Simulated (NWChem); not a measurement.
Species: Cd

Results from NWChem. def2 effective core potentials on Cd; no spin-orbit coupling. Static field.

Problem. Estimate the computed values for PBE0/def2-TZVP. Quantities: isotropic polarisability (bohr³); anisotropy (bohr³).

Solution. 
| Quantity | Result |
|---|---|
| isotropic polarisability (bohr³) | 48.4 |
| anisotropy (bohr³) | 0.0 |
